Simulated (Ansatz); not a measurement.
Consider the ligand exchange at a Ge–O bond: `C[O][GeH2][OH]` + `N[SiH](O)F` → `[OH][GeH2][NH][SiH](O)F` + CH₃OH.

Gas-phase electronic energies from Ansatz, PBE0-D4/def2-TZVP geometries. CBS: MP2 limit from def2 TZ/QZ plus the TZ coupled-cluster correction, frozen cores. This one scheme is used for every species. Functionals use def2-TZVPP. B3LYP here is the variant with VWN-RPA as its local correlation; programs differ in this. For Ge outer-core shells are correlated without core-valence functions, which leaves a few kJ/mol of doubt a bond. Scalar relativity is left out up to krypton. Each species was taken in one conformer, which may not be the lowest.

Question: Is it downhill or uphill in electronic energy at CCSD(T)/CBS, and by how much? (An estimate is asked.)

Answer: Computed: Nearly level: ΔE = 0.00 eV.

Question: What do these levels give: r2SCAN-D4, PBE0-D4, r2SCAN, B3LYP, SCS-MP2/def2-TZVPP, CCSD/def2-TZVPP? (An estimate is asked.)

Answer: Computed: r2SCAN-D4 0.04, PBE0-D4 -0.01, r2SCAN 0.05, B3LYP 0.10, SCS-MP2/def2-TZVPP 0.04, CCSD/def2-TZVPP 0.02 eV.

Largest T1 diagnostic among the species: 0.012.

The D4 term adds −0.08 eV with B3LYP and −0.04 eV with PBE0; it sums over pairs of atoms, weighted by their polarisabilities, and B3LYP, whose exchange is more repulsive, gets the larger term. In def2-TZVPP, CCSD(T) changes the Hartree–Fock value by −0.15 eV (the triples alone add −0.02 eV) and MP2 by −0.14 eV.
